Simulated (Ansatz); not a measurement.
Born–Oppenheimer molecular dynamics of CH9N3OSi (15 atoms, charge 0, multiplicity 1). It starts from a relaxed structure.

Theory: Ansatz, RKS B3LYP/6-31G.

```yaml
ensemble: NVT, Langevin thermostat
time_step: 0.5 fs
steps_asked: 150
set_temperature: 300 K
friction: 0.001 /fs
temperature_schedule: 37 steps to 300 K, then 113 steps to 75 K
seed: 743095
```

First frame:

```xyz
15
Properties=species:S:1:pos:R:3
Si -0.021 -0.040 -0.086
O 0.063 -0.313 1.619
C -1.063 -0.431 2.510
H -1.790 -1.175 2.156
H -0.679 -0.744 3.484
H -1.579 0.532 2.627
N 1.685 0.079 -0.430
H 2.367 -0.175 0.267
H 2.057 0.319 -1.335
N -0.768 1.405 -0.725
H -1.757 1.483 -0.906
H -0.257 2.272 -0.786
N -1.035 -1.332 -0.708
H -1.034 -2.257 -0.304
H -1.500 -1.269 -1.601
```

Q: How far do the bonds stretch over the last three quarters of this one trajectory? (Pairs bonded in most of those frames.)

A: 
| bond | mean (Å) | spread (Å) | shortest | longest |
| --- | --- | --- | --- | --- |
| Si1–O2 | 1.728 | 0.021 | 1.70 | 1.77 |
| Si1–N7 | 1.757 | 0.020 | 1.72 | 1.78 |
| Si1–N10 | 1.752 | 0.012 | 1.73 | 1.77 |
| Si1–N13 | 1.761 | 0.013 | 1.74 | 1.79 |
| O2–C3 | 1.445 | 0.031 | 1.40 | 1.49 |
| C3–H4 | 1.102 | 0.027 | 1.06 | 1.14 |
| C3–H5 | 1.093 | 0.007 | 1.08 | 1.11 |
| C3–H6 | 1.099 | 0.011 | 1.08 | 1.12 |
| N7–H8 | 1.009 | 0.022 | 0.98 | 1.04 |
| N7–H9 | 1.010 | 0.012 | 0.99 | 1.03 |
| N10–H11 | 1.011 | 0.027 | 0.97 | 1.06 |
| N10–H12 | 1.014 | 0.028 | 0.96 | 1.06 |
| N13–H14 | 1.010 | 0.011 | 0.99 | 1.03 |
| N13–H15 | 1.012 | 0.012 | 0.99 | 1.03 |

Mean temperature of the second half: 155 K. The schedule's set-point averaged 150 K over the second half and the system 155 K. A run of 0.075 ps of so small a system gives no equilibrium averages. Limits of this set-up: no polarisation functions.

Time of the run: 14 min on 1 thread of Arm Neoverse V2, with other jobs on the host, peak memory 0.18 GiB.
